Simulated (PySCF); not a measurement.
## Working out the ionisation energy of I

I [Kr] 4d10 5s2 5p5 (2P) → I⁺ [Kr] 4d10 5s2 5p4 (3P). Computed with PySCF 2.14 in ANO-RCC-VTZP (7s6p4d2f1g, 68 functions), with scalar relativity by spin-free X2C-1e. Frozen: [Kr] 4d10. Energies in hartree (1 hartree = 27.21139 eV):

```
            part     I (lower)    I⁺ (upper)
             UHF  -7112.428521  -7112.077332
CCSD correlation     -0.132960     -0.105102
             (T)     -0.004095     -0.002976
```

What does Hartree-Fock give?

(-7112.077332) − (-7112.428521) = 0.351189 hartree = 9.556 eV.

What do CCSD and CCSD(T) give?

The CCSD correlation energies differ by 0.027858 hartree = 0.758 eV and the triples by 0.001119 hartree = 0.030 eV, so CCSD gives 10.314 eV and CCSD(T) 10.344 eV.

Measured between the centres of the two terms (NIST): 10.519 eV, so CCSD(T) (valence) is off by -0.175 eV.

What remains against the reference includes basis incompleteness, the frozen core and higher excitations.
